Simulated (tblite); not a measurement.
C5H3FO.
Bonds: C1–C2 (double), C2–F3, C2–C4, C4–C5 (triple), C5–C6, C6–O7 (double). Hydrogens: H8, H9 on C1; H10 on C6.

Computed with GFN2-xTB (tblite), gas phase: L-BFGS steps from a force-field or distance-geometry start until the largest atomic force falls under 0.01 eV/Å.

Step 10: E = -568.8589 eV
```
atom  x, y, z in Å  |  force x, y, z in eV/Å
C1     -2.1915    0.4539   -0.1421    0.008  -0.035   0.004
C2     -1.3208   -0.5365    0.0300   -0.019   0.044  -0.013
F3     -1.7242   -1.7808    0.3543   -0.006   0.032  -0.023
C4      0.0718   -0.3629   -0.1168   -0.018   0.051   0.003
C5      1.2552   -0.1577   -0.2538    0.003   0.001   0.019
C6      2.6404    0.1494   -0.3943   -0.020  -0.045  -0.001
O7      3.1327    1.2175   -0.1475    0.037  -0.016  -0.036
H8     -3.2503    0.3012   -0.0345    0.016  -0.024  -0.004
H9     -1.8337    1.4328   -0.4056   -0.055  -0.021   0.031
H10     3.2292   -0.7122   -0.7651    0.054   0.014   0.020
```

Step 11: E = -568.8594 eV
```
atom  x, y, z in Å  |  force x, y, z in eV/Å
C1     -2.1908    0.4547   -0.1422   -0.010  -0.035   0.004
C2     -1.3210   -0.5357    0.0296    0.009   0.043  -0.012
F3     -1.7227   -1.7803    0.3532   -0.018   0.026  -0.022
C4      0.0707   -0.3602   -0.1165   -0.020   0.035   0.006
C5      1.2544   -0.1588   -0.2526    0.063   0.016   0.010
C6      2.6400    0.1485   -0.3942   -0.011  -0.047  -0.001
O7      3.1329    1.2168   -0.1491    0.025  -0.021  -0.035
H8     -3.2478    0.2981   -0.0346   -0.037  -0.018  -0.001
H9     -1.8368    1.4347   -0.4048   -0.041  -0.015   0.028
H10     3.2301   -0.7131   -0.7641    0.039   0.017   0.023
```

Step 12: E = -568.8599 eV
```
atom  x, y, z in Å  |  force x, y, z in eV/Å
C1     -2.1907    0.4551   -0.1422   -0.039  -0.019   0.003
C2     -1.3211   -0.5344    0.0290    0.034   0.029  -0.006
F3     -1.7217   -1.7793    0.3516   -0.020   0.016  -0.020
C4      0.0696   -0.3565   -0.1163   -0.001   0.018   0.007
C5      1.2541   -0.1597   -0.2512    0.089   0.020   0.002
C6      2.6396    0.1469   -0.3942    0.016  -0.031   0.000
O7      3.1338    1.2154   -0.1515    0.009  -0.019  -0.032
H8     -3.2461    0.2947   -0.0347   -0.082  -0.016   0.001
H9     -1.8407    1.4362   -0.4033   -0.026  -0.001   0.022
H10     3.2321   -0.7136   -0.7626    0.021   0.003   0.022
```

**Question.** Estimate the geometry and energy of step 13. (The exact step hangs on the optimiser's Hessian estimate; all steps are aligned on step 12, rigid shifts and turns removed.)

**Answer.** E = -568.8606 eV, largest force 0.113 eV/Å
```
atom  x, y, z in Å  |  force x, y, z in eV/Å
C1     -2.1915    0.4551   -0.1422   -0.069   0.005   0.002
C2     -1.3206   -0.5322    0.0282    0.041   0.011   0.002
F3     -1.7208   -1.7775    0.3492   -0.013   0.003  -0.019
C4      0.0691   -0.3517   -0.1159    0.028   0.001   0.007
C5      1.2546   -0.1606   -0.2493    0.082   0.013  -0.004
C6      2.6396    0.1444   -0.3940    0.053  -0.002   0.001
O7      3.1350    1.2134   -0.1551   -0.002  -0.006  -0.025
H8     -3.2455    0.2902   -0.0348   -0.112  -0.014   0.002
H9     -1.8462    1.4378   -0.4010   -0.014   0.015   0.016
H10     3.2350   -0.7143   -0.7604    0.005  -0.026   0.017
```

The energy changes by -0.0007 eV. The first-order estimate −F·Δx gives -0.0009 eV and the mean of the old and new forces, exact on a quadratic surface, -0.0007 eV. The step makes an angle of 63° with the force vector and moves no atom by more than 0.006 Å.

The cost below is that of the whole relaxation. The run took 0.22 s of wall time on an Arm Neoverse V2 with one thread, no GPU, shared host with 32 logical CPUs at a one-minute load of 43.
